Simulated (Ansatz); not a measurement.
Program: Ansatz. Geometries: PBE0-D4/def2-TZVP. ΔE: electronic, gas phase. CCSD(T)/CBS is the MP2 limit (def2-TZVPP, def2-QZVPP) plus CCSD(T) − MP2 in def2-TZVPP, frozen cores. This one scheme is used for every species. DFT in def2-TZVPP. HSE06 is defined as in plane-wave codes. For Br outer-core shells are correlated without core-valence functions, which leaves a few kJ/mol of doubt a bond. Scalar relativity is left out up to krypton.

`[Br][Al]([Br])[Br]` + H₂ → `[Br][AlH][Br]` + HBr  (hydrogenolysis of the Al–Br bond)

`[Br][Al]([Br])[Br]`:

Z-matrix (Å, degrees):
```
Al
Br 1 2.229
Br 1 2.229 2 120.0
Br 1 2.229 2 120.0 3 180.0
```

H₂:

```xyz
2

H    -0.070    0.247   -0.271
H     0.070   -0.247    0.271
```

`[Br][AlH][Br]`:

```xyz
4

Br   -0.055    1.429    1.610
Al   -0.131   -0.127   -0.001
Br    1.437   -0.082   -1.602
H    -1.251   -1.220   -0.007
```

HBr:

Z-matrix (Å, degrees):
```
Br
H 1 1.420
```

Problem. Is it downhill or uphill in electronic energy at CCSD(T)/CBS, and by how much? (Estimate.)

Solution. The calculation gave: Uphill: ΔE = +32.9 kcal/mol.

Problem. What do these levels give: LDA (SPW92), r2SCAN-D4, PBE0-D4, r2SCANh-D4, r2SCAN0-D4, PBE, r2SCANh, r2SCAN0, HSE06, CAM-B3LYP, RPA@PBE/def2-TZVPP, MP2/def2-SVP? (Estimate.)

Solution. The calculation gave: LDA (SPW92) 29.7, r2SCAN-D4 33.2, PBE0-D4 31.8, r2SCANh-D4 33.1, r2SCAN0-D4 33.0, PBE 30.0, r2SCANh 32.8, r2SCAN0 32.6, HSE06 30.6, CAM-B3LYP 28.9, RPA@PBE/def2-TZVPP 29.6, MP2/def2-SVP 32.1 kcal/mol.

Largest T1 diagnostic among the species: 0.007.

In def2-TZVPP, CCSD(T) changes the Hartree–Fock value by +2.3 kcal/mol (the triples alone add +0.8 kcal/mol) and MP2 by +5.2 kcal/mol. At CCSD(T), def2-SVP lies −3.6 kcal/mol from the extrapolated value and def2-TZVPP −1.6 kcal/mol.
